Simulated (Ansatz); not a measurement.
Ideal-gas functions of `Cl[SiH]1PS1` at 800 K and 1 bar, from an Ansatz frequency run at PBE0-D4/def2-TZVP.

Molar mass 128.6 g/mol, point group C1 (symmetry number 1), electronic degeneracy 1, moments of inertia 100.85, 297.561, 351.753 u Å². Harmonic wavenumbers (cm⁻¹, unscaled): 149, 182, 393, 454, 510, 590, 653, 692, 804, 816, 2288, 2356.

Use S(trans) = R[1.5 ln M + 2.5 ln T − 1.1517]; rotational temperatures θ = 24.2544 K / I; S(rot) = R[ln(√π/σ · √(T³/θAθBθC)) + 1.5]; for each mode x = 1.438777 ν̃/T, S = R[x/(eˣ − 1) − ln(1 − e⁻ˣ)] and H = RT x/(eˣ − 1); 1 cm⁻¹ = 0.0119627 kJ/mol; R = 8.31446 J/(mol·K).

Task: By hand: the entropy, in J/(mol·K).

Result: Translation 189.9. Rotation: θ = 0.2405, 0.0815, 0.069 K, giving 128.1. Vibration, mode by mode: 19.29, 17.64, 11.37, 10.23, 9.32, 8.20, 7.44, 7.01, 5.94, 5.83, 0.70, 0.64, in all 103.6. Electronic 0.0. Sum 421.6 J/(mol·K).

Task: By hand: H − E and G − E in kJ/mol, counted from the electronic energy.

Result: Zero-point energy ½ × 9887 × 0.0119627 = 59.1; thermal vibration 41.7; translation, rotation and pV give 4 RT = 26.6. H − E = 127.4 kJ/mol, and G − E = 127.4 − 800 × 421.6/1000 = -209.9 kJ/mol.

Vibration gives 25 % of the entropy, 19.3 J/(mol·K) of it from the mode under 150 cm⁻¹: soft modes count most, and the harmonic formula is weakest for them. The sum counts one conformer and one mirror image; others add a mixing term.
